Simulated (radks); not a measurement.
Er LXV, configuration [He] 2s2 (the NIST ground configuration). Method: Dirac Kohn-Sham, PBE, spin-unpolarised, spherical densities, point nucleus; computed with a radial shooting solver on a logarithmic mesh with Libxc functionals.

Normalised radial functions P(r) = r R(r) (large component), r in bohr:

r	1s1/2	2s1/2
0.001717	2.2353	0.8540
0.002081	2.5763	0.9811
0.002501	2.9374	1.1140
0.00303	3.3476	1.2625
0.003642	3.7675	1.4107
0.004413	4.2240	1.5657
0.005348	4.6837	1.7121
0.006428	5.1068	1.8322
0.007788	5.5017	1.9195
0.009362	5.8023	1.9461
0.01134	5.9944	1.8884
0.01374	6.0202	1.7136
0.01652	5.8546	1.4091
0.02002	5.4618	0.9264
0.02406	4.8777	0.2993
0.02916	4.0879	-0.5077
0.03533	3.1869	-1.4138
0.04246	2.3130	-2.2814
0.05145	1.4932	-3.0525
0.06185	0.8716	-3.5250
0.07494	0.4277	-3.6245
0.09007	0.1818	-3.3112
0.1091	0.0598	-2.6407
0.1322	0.0150	-1.8087
0.159	0.0029	-1.0662
0.1926	0.0004	-0.5007
0.2315	0.0000	-0.1923
0.2805	0.0000	-0.0530

1s1/2: eigenvalue -64770 eV, 0 radial nodes, <r> = 0.0203 bohr, 90 % of the charge inside 0.0368 bohr. 2s1/2: eigenvalue -15893.4 eV, 1 radial node at r = 0.0259 bohr, <r> = 0.0819 bohr, 90 % of the charge inside 0.127 bohr.
